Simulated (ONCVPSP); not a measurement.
PBE ONCV dataset for carbon, scalar-relativistic all-electron reference.

ONCVPSP 4.0.1 input, shortened (lines: element, Z, core and valence counts, functional; n l f; lmax; l rc ep ncon nbas qcut; lloc lpopt rc5 dvloc0; l nproj debl; icmod fcfact rcfact), PBE, scalar-relativistic:

```
  C 6.00    1    1        4      upf
    1    0    2.00
    2    0    2.00
    2
    0    1.25    0.00    4    7    5.10
    1    1.05    0.02    3    8    8.20
    2    1.00    0.10    4    9   11.30
    4    5    0.75   -1.50
    0    2    1.70
    1    3    2.70
    2    2    2.00
    2    0.55    1.00
```

In the p channel the program set the typed energies aside and used 0.050, 2.750, 5.450 Ha.

- Cutoffs needed: 37 Ha and 74 Ha (the cutoffs (Ha) at which the residual kinetic energy of the hardest occupied pseudo-wave falls to 1 and 0.1 mHa per electron)
- Ghost test: no bound ghost flagged; no localised positive-energy state flagged
- Configuration tests: 1 of 4 tests not solved or not reliable
- rms error of d²Exc/dni dnj: 2.65 mHa without and 0.80 mHa with the model core
